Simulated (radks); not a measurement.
Results of a calculation; reference values are marked as such.
All-electron atom: Bi78+ in [He] 2s2 2p1 (the NIST ground configuration). Level of theory: Dirac Kohn-Sham, PBE, spin-unpolarised, spherical densities, point nucleus; open shells are shared between the two j in proportion to 2j + 1 (a radial shooting solver on a logarithmic mesh with Libxc functionals).

Unscreened Slater integrals over Kohn-Sham orbitals (cm^-1). Large and small components are both included.

| integral | value |
|---|---|
| F0(2p3/2,2p3/2) | 3330800 |
| F2(2p3/2,2p3/2) | 1592000 |
| F0(2p3/2,2p1/2) | 3570500 |
| G2(2p3/2,2p1/2) | 1526200 |
| F0(2p3/2,2s1/2) | 3203100 |
| G1(2p3/2,2s1/2) | 1798500 |
| F0(2p3/2,1s1/2) | 4517700 |
| G1(2p3/2,1s1/2) | 784410 |
| F0(2p1/2,2p1/2) | 3892800 |
| F0(2p1/2,2s1/2) | 3419900 |
| G1(2p1/2,2s1/2) | 1715000 |
| F0(2p1/2,1s1/2) | 5414100 |
| G1(2p1/2,1s1/2) | 920620 |
| F0(2s1/2,2s1/2) | 3141300 |
| F0(2s1/2,1s1/2) | 4570600 |
| G0(2s1/2,1s1/2) | 583750 |
| F0(1s1/2,1s1/2) | 1.3321e+07 |
